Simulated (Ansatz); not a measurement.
A structure relaxed at PBE-D4/def2-SVPD in Ansatz, charge -1, doublet:

Cartesian coordinates in Å:
```
B -2.439 0.283 1.530
B -1.405 -0.156 0.370
B 0.983 -0.807 -1.716
B -0.225 -0.512 -0.716
B 0.222 0.517 0.711
B -0.983 0.807 1.717
B 2.442 -0.292 -1.524
B 1.404 0.159 -0.372
```

Q: Give its formula and point group.

A: the cluster B8⁻. Point group C2h (tolerance 0.1 Å).

Q: Summarise the bond lengths by kind (pairs closer than 1.2 times the sum of covalent radii, bridged metal pairs left out).

A: 13 × B–B 1.56 to 1.82 Å.

The charge -1 doublet is spin-contaminated (final ⟨S²⟩ up to 0.96, 0.75 for a pure state). Another isomer (doublet) lies 1.58 eV lower at PBE0-D4/def2-TZVPD; other spin states weren't run for this one.
